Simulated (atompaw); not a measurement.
## Logarithmic derivatives: Al (Z = 13), PAW (atompaw)

aluminium, PAW, made with atompaw 4.2.0.5 (LDA (PW92), scalar-relativistic). Core [Ne], reference 3s1.5 3p1.5. Waves: 3s (bound): rc 2.25 bohr; 3s channel at -0.1 Ry: rc 2.20 bohr; 3p (bound): rc 2.25 bohr; 3p channel at 2.35 Ry: rc 2.25 bohr. Local part: ultrasoft scheme with l = 2 at 0.5 Ry, radius 2.25 bohr. Core correction: smooth core density matched at 1.55 bohr. Augmentation charge: gaussian compensation charge, radius 2.05 bohr; PAW radius 2.25 bohr; waves and projectors: custom rrkj vanderbiltortho.

The phase is arctan(r·u′/u) with u = r·R(r), unwrapped; energies in Ry, scanned from -3 to 5 Ry. A pole is an energy at which the radial function vanishes at the test radius. The pseudo phase is shifted by a multiple of π to meet the all-electron one at the reference energy, and phase errors are pseudo minus all-electron; the curves can meet again beyond the range given. Levels narrower than the energy grid can be missing from the lists of poles.

| channel | radius (bohr) | reference energy (Ry) | poles, all-electron | poles, pseudo | unbroken range about the reference energy with phases within 0.05 rad | phase error 1 Ry above the reference energy (rad) |
| --- | --- | --- | --- | --- | --- | --- |
| s | 2.27 | -0.61 | 1.58 | 1.57 | below 3.7 | -0.000 |
| p | 2.27 | -0.23 | 2.42 | 2.42 | the whole range | -0.001 |

Phases in the s channel:

```csv
E (Ry),all-electron,pseudo
-3.00,1.239,1.238
-2.76,1.214,1.214
-2.52,1.184,1.184
-2.28,1.147,1.146
-2.04,1.097,1.097
-1.80,1.030,1.030
-1.56,0.934,0.934
-1.32,0.788,0.787
-1.08,0.551,0.551
-0.84,0.168,0.168
-0.60,-0.335,-0.335
-0.36,-0.767,-0.767
-0.12,-1.044,-1.044
0.12,-1.214,-1.214
0.36,-1.324,-1.324
0.60,-1.401,-1.401
0.84,-1.458,-1.458
1.08,-1.502,-1.502
1.32,-1.538,-1.539
1.56,-1.569,-1.570
1.80,-1.596,-1.597
2.04,-1.620,-1.622
2.28,-1.643,-1.647
2.52,-1.665,-1.671
2.76,-1.688,-1.696
3.00,-1.710,-1.723
3.24,-1.734,-1.754
3.48,-1.761,-1.791
3.72,-1.790,-1.840
3.96,-1.824,-1.911
4.20,-1.865,-2.031
4.44,-1.916,-2.286
4.68,-1.983,-2.995
4.92,-2.073,-3.990
```
